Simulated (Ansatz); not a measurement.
This geometry of CH8AlClSi2 (13 atoms, charge 0, multiplicity 1) is a first-order saddle point.

All numbers below come from RKS PBE0/6-31G* in Ansatz.

```xyz
13
Properties=species:S:1:pos:R:3
C -0.986 1.179 1.494
Si -0.052 1.401 -0.142
Si 1.239 -0.500 -0.628
Al -0.070 -2.553 -0.960
Cl 2.430 -0.090 -2.308
H -2.066 1.252 1.333
H -0.698 1.959 2.206
H -0.783 0.210 1.963
H 0.850 2.588 -0.094
H -1.008 1.620 -1.268
H 2.193 -0.687 0.512
H 0.048 -3.418 -2.292
H -1.077 -2.996 0.198
```

Q: Which two structures does it join? (They come from a converged band through this point; their orientation in space is the band's.)

A: No bond is made or broken. The dihedral H8–C1–Si2–Si3 goes from -60 to 61°. The two ends are copies of one structure, up to a mirror image or an exchange of like atoms.

Initial state:

```xyz
13
Properties=species:S:1:pos:R:3
C -1.219 1.128 1.347
Si -0.302 1.345 -0.291
Si 1.325 -0.330 -0.558
Al 0.421 -2.611 -0.686
Cl 2.468 0.119 -2.262
H -1.978 1.909 1.463
H -0.531 1.198 2.195
H -1.723 0.158 1.398
H 0.358 2.682 -0.353
H -1.263 1.262 -1.432
H 2.263 -0.220 0.605
H 0.721 -3.572 -1.919
H -0.520 -3.103 0.508
```

Final state:

```xyz
13
Properties=species:S:1:pos:R:3
C -0.954 1.190 1.499
Si -0.025 1.406 -0.132
Si 1.223 -0.521 -0.636
Al -0.119 -2.551 -0.974
Cl 2.409 -0.122 -2.324
H -1.644 0.341 1.457
H -1.538 2.088 1.726
H -0.259 1.022 2.328
H 0.896 2.578 -0.064
H -0.991 1.654 -1.244
H 2.180 -0.731 0.497
H -0.019 -3.421 -2.303
H -1.139 -2.967 0.184
```

Q: How far does it lie above each of them?

A: 0.057 eV above the first and 0.057 eV above the second. This is the barrier of this one path; another mechanism may lie lower.

Time of the run: 95 s on 2 threads of Intel(R) Xeon(R) CPU @ 2.80GHz (Skylake/Cascade Lake) (shared host), peak memory 0.28 GiB.
